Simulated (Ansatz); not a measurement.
Input file for Ansatz (a program for electronic structure): R-B3LYP/def2-TZVPPD on H4OSi (SMILES O[SiH3]) with ghost functions. Files ending in .json are basis or fitting sets from the Basis Set Exchange.

Ansatz 0.2 input:
```yaml
crystal:
  periodic: [false, false, false]
  atoms:
    - {symbol: O, position_ang: [-0.07272679, 0.98857355, 3.25506609]}
    - {symbol: Si, position_ang: [-0.35517674, -0.49383851, 3.94881624]}
    - {symbol: H, position_ang: [0.48558772, 1.61252798, 3.72556410]}
    - {symbol: H, position_ang: [0.88076177, -1.30826472, 4.01000016]}
    - {symbol: H, position_ang: [-1.35900528, -1.14918282, 3.09114514]}
    - {symbol: H, position_ang: [-0.88076630, -0.33319887, 5.32663548]}
basis:
  gaussian:
    orbitals: def2-TZVPPD.json
    ghost_atoms:
      - {symbol: S, position_ang: [0.45933343, -0.12802745, -0.02943254]}
      - {symbol: H, position_ang: [0.27056481, 0.59534090, 1.08954442]}
      - {symbol: H, position_ang: [-0.85836715, -0.21638356, -0.26958854]}
hamiltonian:
  xc: {name: B3LYP}
scf: {lower_state_search: off}
```

Output:

```
WARN ansatz: RAYON_NUM_THREADS=1 ignored (pool sized by the plan → 1); use --threads N
Functional definition: B3LYP
these checks for a lower state are left out or cut short: stability, starts, cluster_reference, orbital_swaps, neighbouring_geometries, increment
integrals: 0.17 GiB planned
1154 factors; their error is unknown
mean field: 1.27 GiB planned
mean field evaluation 1: about -9987.8034 eV, gradient 5.6e1 eV
mean field evaluation 2: about -9973.2359 eV, gradient 1.0e2 eV
mean field evaluation 4: about -9992.7606 eV, gradient 1.4e0 eV
mean field evaluation 8: about -9992.7783 eV, gradient 2.6e-2 eV
mean field evaluation 16: about -9992.7783 eV, gradient 2.6e-6 eV
mean field -9992.77826375 eV, -367.2278278445 hartree, gradient 2.6e-6 eV, S^2 0.000000; 0 other end points of the search recorded, 0 dependent functions left out
reference -9992.77850867 eV, -367.2278368451 hartree; 13, 13 occupied and 228, 228 virtual orbitals, 1154 factors
Total energy: -9992.77850867 eV, -367.2278368451 hartree
Checks for a lower state left out: stability, starts, cluster_reference, orbital_swaps, neighbouring_geometries, increment
```

The calculation finished and met its thresholds.

Cost: around 5 core-seconds (rough).
